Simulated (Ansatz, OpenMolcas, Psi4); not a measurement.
## A ladder of methods for AlClF2 (SMILES [F][Al]([F])[Cl])

The species is AlClF2 (4 atoms), meant as a singlet with charge 0. As SMILES, `[F][Al]([F])[Cl]`. The coordinates come from a PBE0-D4/def2-TZVP relaxation.

Quantity: the HOMO–LUMO gap, in eV. The values are calculated.

| level | kind | program | value (eV) |
| --- | --- | --- | --- |
| SVWN5/def2-SVPD | LDA | Psi4 | 6.07 |
| BLYP/def2-SVPD | GGA | Psi4 | 6.00 |
| PBE/def2-SVPD | GGA | Ansatz | 6.16 |
| B3LYP/def2-SVPD | global hybrid | Psi4 | 7.84 |
| M06-2X/def2-SVPD | hybrid meta-GGA | OpenMolcas | 10.31 |
| r2SCAN0/def2-SVPD | hybrid meta-GGA | Ansatz | 9.06 |
| HSE06/def2-SVPD | range-separated hybrid | Psi4 | 7.69 |
| wB97X-V/def2-SVPD | range-separated hybrid | Psi4 | 12.71 |

The values span 6.00 to 12.71 eV. Orbital gaps aren't excitation energies; they tend to grow with the share of exact exchange.
